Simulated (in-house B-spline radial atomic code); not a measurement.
Inner levels of dysprosium as electrons are removed. A shift is the extra binding of the orbital against the neutral atom ([Xe] 4f10 6s2). The density at the nucleus is averaged over the nuclear charge. Computed with an all-electron radial atomic-structure program (B-spline basis): Dirac-Hartree-Fock, average of the configuration, finite nuclei.

```json
{"ion": "Dy48+", "configuration": "[Ne] 3s2 3p6", "shift of 2s1/2 (eV)": "3058.14", "shift of 1s1/2 (eV)": "3157.77", "shift of 2p3/2 (eV)": "3069.62", "radius of 2s1/2 (bohr)": "0.088205", "radius of 1s1/2 (bohr)": "0.021113", "radius of 2p3/2 (bohr)": "0.080348", "Σ<r²> (bohr²)": "0.48559", "change of density at nucleus (bohr⁻³)": "56.014"}
{"ion": "Dy49+", "configuration": "[Ne] 3s2 3p5", "shift of 2s1/2 (eV)": "3199.47", "shift of 1s1/2 (eV)": "3322.91", "shift of 2p3/2 (eV)": "3212.21", "radius of 2s1/2 (bohr)": "0.08811", "radius of 1s1/2 (bohr)": "0.02111", "radius of 2p3/2 (bohr)": "0.080335", "Σ<r²> (bohr²)": "0.42931", "change of density at nucleus (bohr⁻³)": "362.24"}
{"ion": "Dy50+", "configuration": "[Ne] 3s2 3p4", "shift of 2s1/2 (eV)": "3342.16", "shift of 1s1/2 (eV)": "3489.98", "shift of 2p3/2 (eV)": "3356.23", "radius of 2s1/2 (bohr)": "0.088013", "radius of 1s1/2 (bohr)": "0.021108", "radius of 2p3/2 (bohr)": "0.080237", "Σ<r²> (bohr²)": "0.37426", "change of density at nucleus (bohr⁻³)": "671.58"}
{"ion": "Dy51+", "configuration": "[Ne] 3s2 3p3", "shift of 2s1/2 (eV)": "3486.23", "shift of 1s1/2 (eV)": "3659", "shift of 2p3/2 (eV)": "3501.66", "radius of 2s1/2 (bohr)": "0.087915", "radius of 1s1/2 (bohr)": "0.021105", "radius of 2p3/2 (bohr)": "0.080138", "Σ<r²> (bohr²)": "0.32039", "change of density at nucleus (bohr⁻³)": "983.96"}
{"ion": "Dy52+", "configuration": "[Ne] 3s2 3p2", "shift of 2s1/2 (eV)": "3631.65", "shift of 1s1/2 (eV)": "3829.96", "shift of 2p3/2 (eV)": "3648.51", "radius of 2s1/2 (bohr)": "0.087815", "radius of 1s1/2 (bohr)": "0.021102", "radius of 2p3/2 (bohr)": "0.080036", "Σ<r²> (bohr²)": "0.26769", "change of density at nucleus (bohr⁻³)": "1299.37"}
{"ion": "Dy53+", "configuration": "[Ne] 3s2 3p1", "shift of 2s1/2 (eV)": "3778.45", "shift of 1s1/2 (eV)": "4002.86", "shift of 2p3/2 (eV)": "3796.77", "radius of 2s1/2 (bohr)": "0.087713", "radius of 1s1/2 (bohr)": "0.021099", "radius of 2p3/2 (bohr)": "0.079933", "Σ<r²> (bohr²)": "0.21612", "change of density at nucleus (bohr⁻³)": "1617.71"}
{"ion": "Dy54+", "configuration": "[Ne] 3s2", "shift of 2s1/2 (eV)": "3926.6", "shift of 1s1/2 (eV)": "4177.71", "shift of 2p3/2 (eV)": "3946.43", "radius of 2s1/2 (bohr)": "0.08761", "radius of 1s1/2 (bohr)": "0.021096", "radius of 2p3/2 (bohr)": "0.079828", "Σ<r²> (bohr²)": "0.16565", "change of density at nucleus (bohr⁻³)": "1938.97"}
{"ion": "Dy55+", "configuration": "[Ne] 3s1", "shift of 2s1/2 (eV)": "4066.72", "shift of 1s1/2 (eV)": "4345.33", "shift of 2p3/2 (eV)": "4092.85", "radius of 2s1/2 (bohr)": "0.087608", "radius of 1s1/2 (bohr)": "0.021094", "radius of 2p3/2 (bohr)": "0.079734", "Σ<r²> (bohr²)": "0.11398", "change of density at nucleus (bohr⁻³)": "-8441.6"}
{"ion": "Dy56+", "configuration": "[He] 2s2 2p6", "shift of 2s1/2 (eV)": "4207.9", "shift of 1s1/2 (eV)": "4514.54", "shift of 2p3/2 (eV)": "4240.44", "radius of 2s1/2 (bohr)": "0.087548", "radius of 1s1/2 (bohr)": "0.021093", "radius of 2p3/2 (bohr)": "0.079639", "Σ<r²> (bohr²)": "0.063222", "change of density at nucleus (bohr⁻³)": "-19053.5"}
{"ion": "Dy57+", "configuration": "[He] 2s2 2p5", "shift of 2s1/2 (eV)": "4472.15", "shift of 1s1/2 (eV)": "4923.67", "shift of 2p3/2 (eV)": "4540.02", "radius of 2s1/2 (bohr)": "0.087122", "radius of 1s1/2 (bohr)": "0.021079", "radius of 2p3/2 (bohr)": "0.079073", "Σ<r²> (bohr²)": "0.055197", "change of density at nucleus (bohr⁻³)": "-18321.7"}
{"ion": "Dy58+", "configuration": "[He] 2s2 2p4", "shift of 2s1/2 (eV)": "4738.83", "shift of 1s1/2 (eV)": "5337.55", "shift of 2p3/2 (eV)": "4842.69", "radius of 2s1/2 (bohr)": "0.086699", "radius of 1s1/2 (bohr)": "0.021065", "radius of 2p3/2 (bohr)": "0.078515", "Σ<r²> (bohr²)": "0.047399", "change of density at nucleus (bohr⁻³)": "-17589.3"}
```
